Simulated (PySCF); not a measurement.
AlClH4O2Si, SMILES Cl[SiH2][Al]([OH])[OH].

The structure is a stationary point at TPSSh-D3(BJ)/def2-SVP. The structure was generated by enumeration; whether it is a known compound was not checked. Other conformers were not sampled.

Two levels are set side by side: TDA-PBE/def2-SVPD (PySCF) and TDA-M06-2X/def2-SVPD (PySCF). Vertical, same geometry. The lowest singlet is HOMO→LUMO 93 % with PBE and HOMO→LUMO+2 83 % with the other functional; states are paired by order. Differences are taken from unrounded values.

| quantity | TDA-M06-2X | TDA-PBE | TDA-PBE minus TDA-M06-2X |
|---|---|---|---|
| lowest singlet excitation (eV) | 6.00 | 5.38 | -0.62 |
| lowest triplet excitation (TDA) (eV) | 4.97 | 4.48 | -0.49 |
| first bright state (f over 0.05) (eV) | 6.03 | 5.60 | -0.43 |
| its oscillator strength | 0.06 | 0.13 | 0.07 |

Functionals without exact exchange tend to place singlet excitations lower, as here. Differences between two approximate levels are no errors against the true value.

Rough cost on one machine, each run with all the roots and properties that it gave: TDA-M06-2X against TDA-PBE about 10 times.
